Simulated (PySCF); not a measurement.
Lowest singlet excitation (eV) of eight silicon and germanium compounds: TDA-PBE beside TDA-PBE0, computed with PySCF for isolated molecules in the bases named; differences from unrounded values. The eight are the first of their class met in an unordered collection, after screening for sound electronic states; none was chosen by its value. Each molecule has one DFT geometry for both levels.

```
molecule                                               basis  TDA-PBE0     TDA-PBE  difference
-------------------------------------------------  ---------  --------  ----------  ----------
C2H9NOSi2, SMILES C=CO[SiH2]N[SiH3]                def2-SVPD      5.81  (withheld)  (withheld)
C3H8Si2, SMILES C=C1C[SiH2][SiH2]1                 def2-SVPD      5.56        5.04       -0.52
C3H7NOSi, SMILES C1=CO[SiH2]NC1                    def2-SVPD      5.71  (withheld)  (withheld)
C2H9FSi3, SMILES F[Si@H]1C[SiH2]C[SiH2]1           def2-SVPD      5.91  (withheld)  (withheld)
C2H11NSi3, SMILES N1[SiH2][SiH2][Si@H]1CC          def2-SVPD      5.54        4.87       -0.67
C3H11NOSi, SMILES CC(C)O[SiH2]N                    def2-SVPD      6.61        5.88       -0.73
germyloxygermane (Ge2H6O), SMILES [GeH3][O][GeH3]  def2-SVPD      6.34        5.63       -0.70
C3H5ClSi, SMILES C#C[Si@@H](C)Cl                   def2-SVPD      5.86        5.64       -0.22
```

Q: What belongs in the gaps? (Estimate from the structure and the level; the computed values follow.)

A: 
- C2H9FSi3, SMILES F[Si@H]1C[SiH2]C[SiH2]1, TDA-PBE: 5.51
- C2H9FSi3, SMILES F[Si@H]1C[SiH2]C[SiH2]1, difference: -0.40
- C2H9NOSi2, SMILES C=CO[SiH2]N[SiH3], TDA-PBE: 4.77
- C2H9NOSi2, SMILES C=CO[SiH2]N[SiH3], difference: -1.04
- C3H7NOSi, SMILES C1=CO[SiH2]NC1, TDA-PBE: 4.91
- C3H7NOSi, SMILES C1=CO[SiH2]NC1, difference: -0.80

TDA-PBE lies below TDA-PBE0 in 8 and above it in 0 of the eight; the mean signed difference is -0.64 and the largest -1.04 eV.
